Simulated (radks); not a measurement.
The numbers below are computed, except where a source is named.
All-electron atom: neutral bismuth in [Hg] 6p3.

Code: a radial shooting solver on a logarithmic mesh with Libxc functionals. Model: Dirac Kohn-Sham, PBE, spin-unpolarised, spherical densities, point nucleus; open shells are shared between the two j in proportion to 2j + 1.

Energy parts (hartree):
total: -21581.4610
kinetic: 25247.8374
electron-nucleus: -54729.0099
Hartree: 8298.3306
exchange-correlation: -398.6191

Orbitals (lengths in bohr, moments of r in powers of bohr; r(max) is where P^2 peaks):
orbital  occ.  eigenvalue (hartree)      <r^2>       <r^4>    r(max)  small-component weight
1s1/2       2             -3326.637  0.0003459   3.325e-07  0.009650                1.01e-01
2s1/2       2             -597.1455   0.005185  0.00004741   0.05639                2.33e-02
2p1/2       2             -573.6320   0.003643  0.00002789   0.04119                2.34e-02
2p3/2       4             -488.3662   0.004823  0.00004565   0.04902                2.05e-02
3s1/2       2             -144.1185    0.03358    0.001709    0.1587                7.84e-03
3p1/2       2             -133.5156    0.03049    0.001478    0.1478                7.79e-03
3p3/2       4             -114.4237    0.03680    0.002122    0.1636                6.95e-03
3d3/2       4             -97.09455    0.02802    0.001385    0.1269                6.84e-03
3d5/2       6             -93.04830    0.02973    0.001543    0.1312                6.61e-03
4s1/2       2             -33.07428     0.1605     0.03711    0.3563                2.72e-03
4p1/2       2             -28.46688     0.1625     0.03902    0.3537                2.62e-03
4p3/2       4             -23.76208     0.1933     0.05505    0.3855                2.29e-03
4d3/2       4             -16.28160     0.2000     0.06285    0.3763                2.09e-03
4d5/2       6             -15.40375     0.2105     0.06956    0.3859                2.01e-03
4f5/2       6              -5.69741     0.2291      0.1014    0.3399                1.65e-03
4f7/2       8              -5.49567     0.2356      0.1072    0.3444                1.62e-03
5s1/2       2              -5.77721     0.7749      0.8611    0.7717                7.45e-04
5p1/2       2              -4.18165     0.8837       1.151    0.8073                6.57e-04
5p3/2       4              -3.27603      1.072       1.705    0.8834                5.53e-04
5d3/2       4              -1.05612      1.697       4.866     1.017                3.63e-04
5d5/2       6              -0.94601      1.826       5.688     1.047                3.40e-04
6s1/2       2              -0.52904      5.367       44.91     1.872                1.16e-04
6p1/2       1              -0.22006      8.758       131.9     2.232                6.97e-05
6p3/2       2              -0.14947      11.95       251.5     2.559                5.01e-05

The highest occupied level is 6p3/2 at -4.067 eV. The density falls to 0.001 e/bohr^3 at r = 4.78 bohr.
